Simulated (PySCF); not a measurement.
CH4Cl2OSi2, SMILES Cl[Si]1(Cl)CO[SiH2]1.

Geometry optimised at PBE-D3(BJ)/def2-SVP. This is a generated structure with no PubChem entry under its InChIKey; it may be hypothetical.

Computed with TDDFT-CAM-B3LYP/def2-SVPD run with PySCF 2.14.0.

Vertical excitations. Gas-phase values at a fixed geometry. State labels are in the subgroup Cs.

Computed UV-visible absorptions:
| state | symmetry | energy (eV) | λ (nm) | f | main pairs |
|---|---|---|---|---|---|
| S1 | A' | 6.05 | 205 | 0.020 | HOMO→LUMO 87 % |
| S2 | A" | 6.14 | 202 | 0.019 | HOMO→LUMO+2 93 % |
| S3 | A" | 6.38 | 194 | 0.000 | HOMO−1→LUMO 92 % |
| S4 | A' | 6.48 | 191 | 0.163 | HOMO→LUMO+1 80 % |
| S5 | A' | 6.81 | 182 | 0.030 | HOMO−2→LUMO 82 % |
| S6 | A" | 6.91 | 179 | 0.035 | HOMO−2→LUMO+2 88 % |
| S7 | A' | 6.98 | 178 | 0.033 | HOMO−1→LUMO+2 74 % |
| S8 | A' | 7.23 | 172 | 0.025 | HOMO−2→LUMO+1 66 %, HOMO−1→LUMO+2 10 % |
| S9 | A" | 7.25 | 171 | 0.000 | HOMO−1→LUMO+1 83 % |
| S10 | A' | 7.52 | 165 | 0.109 | HOMO→LUMO+3 74 % |
| T1 | A" | 5.34 | 232 | 0 | HOMO→LUMO+2 92 % |
| T2 | A' | 5.43 | 228 | 0 | HOMO→LUMO 63 %, HOMO→LUMO+1 26 % |
| T3 | A' | 5.63 | 220 | 0 | HOMO→LUMO+1 56 %, HOMO→LUMO 28 % |
| T4 | A" | 6.04 | 205 | 0 | HOMO−1→LUMO 90 % |
Triplets are in the Tamm–Dancoff approximation, which puts them higher than full response would, so one can lie above its singlet here.
